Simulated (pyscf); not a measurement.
**Routes from `[CH3][Al][OH]` [doublet]**

Candidate steps break at most two bonds and form at most two. Each was searched with GFN2-xTB (tblite) first. Single points on ωB97X-D3(BJ)/def2-SVP structures (PySCF, gas phase). MP2 and CC: frozen core, UHF for open shells. ΔMP2 is the change of the MP2 total energy from the triple- to the quadruple-zeta basis. Energies: CCSD(T)/def2-TZVPP + ΔMP2(QZVPP), kJ/mol, from the reactant's lowest minimum found, doublet surface; ΔG‡ with ideal gas, 1 atm, RRHO with modes under 100 cm⁻¹ raised to 100, one conformer, R ln 2 for chiral ones without a mode under 150 cm⁻¹.

```csv
products,type,ΔE‡,ΔE,ΔG‡ 298 K,ΔG‡ 900 K,ν‡ (cm⁻¹)
H₃C–AlH–O•,hydrogen shift,229.5,+159.4,213.6,216.9,1373i
•H₂C–AlH–OH,hydrogen shift,233.3,+68.8,215.7,216.3,1564i
```

Plain bond fissions and candidates not yet searched are not listed, and one of them may be faster. Each barrier is that of the saddle found; lower ones may exist. The CCSD(T) − MP2 part came from Ansatz, without density fitting, on the same reference. A UHF reference is spin-contaminated (<S²> up to 0.86), which harms MP2 most.
